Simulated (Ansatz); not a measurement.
Reaction (homolysis of the O–Sn bond): `C[O][SnH]([F])[O]C` → `C[O]`• + `C[O][SnH][F]`•

Program: Ansatz. Geometries: PBE0-D4/def2-TZVP. ΔE: electronic, gas phase. CCSD(T)/CBS adds triple-zeta CCSD(T) − MP2 to the extrapolated MP2 energy (def2 sets, frozen cores). Open shells (•) are unrestricted, without spin–orbit coupling. def2 core potentials past Kr. For Sn outer-core shells are correlated without core-valence functions, which leaves a few kJ/mol of doubt a bond. One conformer a species, not always the lowest.

```csv
species,MP2/CBS(def2) energy (Eh)
`C[O][SnH]([F])[O]C`,-544.44666
`C[O]`•,-114.89427
`C[O][SnH][F]`•,-429.40141
```

(1) Work out ΔE.

Largest T1 diagnostic among the species: 0.019.

Results:

(1) ΔE = (-114.89427) + (-429.40141) − (-544.44666) = 0.15098 Eh = +396.4 kJ/mol. CCSD(T)/CBS gives +359.1 kJ/mol.

From PBE to PBE0 (25 % exact exchange), in def2-TZVPP and without D4, ΔE moves by +8.9 kJ/mol. In def2-TZVPP, CCSD(T) changes the Hartree–Fock value by +127.7 kJ/mol (the triples alone add +10.6 kJ/mol) and MP2 by +165.0 kJ/mol; breaking electron pairs costs correlation energy, which Hartree–Fock lacks. The D4 term adds +13.2 kJ/mol with B3LYP and +7.5 kJ/mol with PBE0; it sums over pairs of atoms, weighted by their polarisabilities, and B3LYP, whose exchange is more repulsive, gets the larger term.

B3LYP here is the variant with VWN-RPA as its local correlation; programs differ in this.
